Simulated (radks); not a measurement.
The numbers below are computed, except where a source is named.
Polarisability of the lead ion Pb3+, [Xe] 4f14 5d10 6s1, at imaginary frequency. Level of theory: scalar-relativistic Kohn-Sham, PBE, spin-polarised, spherical densities, finite nucleus; open shells are filled with parallel spins first (spin-orbit coupling, left out, can overturn this in heavy ions); Fermi nuclear charge, rms radius 5.5012 fm (a radial shooting solver on a logarithmic mesh with Libxc functionals). Response by self-consistent Sternheimer equations with the Hartree and adiabatic LDA kernel, the relativistic mass of each level held fixed and spin-orbit coupling left out.

w (hartree),alpha1(iw) (bohr^3),alpha2(iw) (bohr^5)
0.00266,8.381,23.69
0.0143,8.376,23.68
0.0360,8.351,23.64
0.0697,8.271,23.51
0.118,8.077,23.20
0.186,7.691,22.54
0.280,7.044,21.32
0.413,6.144,19.33
0.605,5.092,16.47
0.892,4.003,12.91
1.35,2.932,9.123
2.12,1.904,5.683
3.59,1.008,2.936
6.94,0.3938,1.084
17.5,0.09754,0.2117

Static values: alpha1 = 8.381 bohr^3 (1.242 angstrom^3; uncoupled 14.17), alpha2 = 23.69 bohr^5, alpha3 = 145.1 bohr^7. C6 = 47.46, C8 = 720.4, triple-dipole C9 = 259.4 atomic units. One-pole (London) frequency 4 C6 / (3 alpha1^2) = 0.901 hartree, against 1.394 for minus the highest occupied eigenvalue.
